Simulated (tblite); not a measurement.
Species: C₅H₇O₃S (doublet state).
Numbering: `[O:1]=[S:2](=[O:3])([OH:4])[C:5]1[C@H:6]2[CH2:7][C@@H:8]1[CH2:9]2` (hydrogens: H10 on O4; H11 on C6; H12, H13 on C7; H14 on C8; H15, H16 on C9)

A start from a force field or distance geometry was refined with GFN2-xTB geometry optimisation, gas phase (tblite 0.8.0). Values at the start:

```tsv
coordinate	start
O1=S2	1.459 Å
S2–O4	1.615 Å
S2–C5	1.690 Å
O4–H10	0.985 Å
C5–C6	1.483 Å
C6–C7	1.559 Å
C6–H11	1.077 Å
C7–H12	1.102 Å
C7–H13	1.097 Å
O1–S2–O4	104.8°
O1–S2–C5	110.4°
S2–C5–C6	124.9°
O4–S2–C5	99.4°
C5–C6–C9	82.8°
C6–C5–C8	81.9°
C6–C7–C8	76.3°
C7–C6–C9	85.4°
O1–S2–C5–C6	-128°
S2–C5–C6–C7	87°
S2–C5–C8–C7	-86°
C5–C6–C7–C8	39°
```

Q: How do these coordinates change at the GFN2-xTB level?

A: 
```json
{"coordinate": "S2–C5", "GFN2-xTB (Å or °)": "1.768", "change": "+0.078"}
{"coordinate": "O4–H10", "GFN2-xTB (Å or °)": "0.958", "change": "-0.027"}
{"coordinate": "C5–C6", "GFN2-xTB (Å or °)": "1.509", "change": "+0.026"}
{"coordinate": "O1=S2", "GFN2-xTB (Å or °)": "1.437", "change": "-0.022"}
{"coordinate": "C6–C7", "GFN2-xTB (Å or °)": "1.545", "change": "-0.014"}
{"coordinate": "C7–H12", "GFN2-xTB (Å or °)": "1.091", "change": "-0.011"}
{"coordinate": "C7–H13", "GFN2-xTB (Å or °)": "1.086", "change": "-0.011"}
{"coordinate": "C6–H11", "GFN2-xTB (Å or °)": "1.081", "change": "+0.004"}
{"coordinate": "S2–O4", "GFN2-xTB (Å or °)": "1.613", "change": "-0.002"}
{"coordinate": "C6–C5–C8", "GFN2-xTB (Å or °)": "77.5", "change": "-4.4"}
{"coordinate": "C5–C6–C9", "GFN2-xTB (Å or °)": "86.7", "change": "+3.9"}
{"coordinate": "O4–S2–C5", "GFN2-xTB (Å or °)": "102.0", "change": "+2.6"}
{"coordinate": "S2–C5–C6", "GFN2-xTB (Å or °)": "122.3", "change": "-2.6"}
{"coordinate": "O1–S2–O4", "GFN2-xTB (Å or °)": "106.5", "change": "+1.7"}
{"coordinate": "C7–C6–C9", "GFN2-xTB (Å or °)": "86.6", "change": "+1.2"}
{"coordinate": "O1–S2–C5", "GFN2-xTB (Å or °)": "109.3", "change": "-1.1"}
{"coordinate": "C6–C7–C8", "GFN2-xTB (Å or °)": "75.4", "change": "-0.9"}
{"coordinate": "S2–C5–C6–C7", "GFN2-xTB (Å or °)": "75", "change": "-12"}
{"coordinate": "S2–C5–C8–C7", "GFN2-xTB (Å or °)": "-76", "change": "+10"}
{"coordinate": "O1–S2–C5–C6", "GFN2-xTB (Å or °)": "-118", "change": "+10"}
{"coordinate": "C5–C6–C7–C8", "GFN2-xTB (Å or °)": "44", "change": "+5"}
```

The energy falls by 25.8 kJ/mol over 54 L-BFGS steps, the largest force on an atom goes from 2.01 to 0.010 eV/Å, and the atoms move by 0.162 Å rms after alignment. The bond that changes most is S2–C5 (ends: sulfur bonded to C and 3 O; carbon bonded to 2 C and S), which lengthens by 0.078 Å. Bonds longer at the end by more than 0.005 Å: 4 of 17; shorter: 11. Among the dihedrals that turn most is O3–S2–O4–H10, from -111° to -144°. Rotational constants go from 3025, 1119, 1107 to 3133, 1101, 1092 MHz.

The run took 0.29 s of wall time on one thread of an Arm Neoverse V2, shared host.

Its GFN2-xTB frequencies are all real (lowest 45 cm⁻¹).

One conformer stands for the species.

These are computed values.
